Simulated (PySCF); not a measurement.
# C₆ coefficients of unlike pairs at BHandHLYP

Calculated with PySCF 2.14 from the dipole response of each species, C₆(A,B) = (3/π) ∫ α_A(iu) α_B(iu) du, in atomic units, from isotropic polarisabilities. For ions this is the dispersion term alone; charge-induced terms of lower order in 1/R come first.

```
species       configuration                                                                                              basis      relativity  α (bohr³)  C₆ (like pair)
   Rh³⁺       [Kr] 4d6 (5D)  aug-cc-pVTZ-PP with one added diffuse shell each of s, p, d, f, g type with ECP28MDF (7s7p6d4f3g)  core potential      4.587           20.74
   Ge²⁺  [Ar] 3d10 4s2 (1S)                                                          aug-cc-pwCVDZ-PP with ECP10MDF (6s5p4d1f)  core potential      10.67           40.38
   Sn³⁺  [Kr] 4d10 5s1 (2S)                                 def2-TZVPPD with the def2 core potential (28 electrons) (7s5p4d2f)  core potential      9.340           36.14
   Nb²⁺       [Kr] 4d3 (4F)                                                            aug-cc-pVDZ-PP with ECP28MDF (5s5p4d2f)  core potential      10.74           55.34
```

Question: Estimate C₆ for Nb²⁺ with Ge²⁺.

Answer: The integral gives 46.38. The combination rule 2 C_A C_B / (C_A α_B/α_A + C_B α_A/α_B) gives 46.73 and the geometric mean 47.27.

No spin-orbit coupling is included.

The other pairs:

```
      pair     C₆
Sn³⁺, Rh³⁺  26.26
Ge²⁺, Rh³⁺  26.11
Nb²⁺, Sn³⁺  44.48
Sn³⁺, Ge²⁺  37.62
Nb²⁺, Rh³⁺  32.70
```
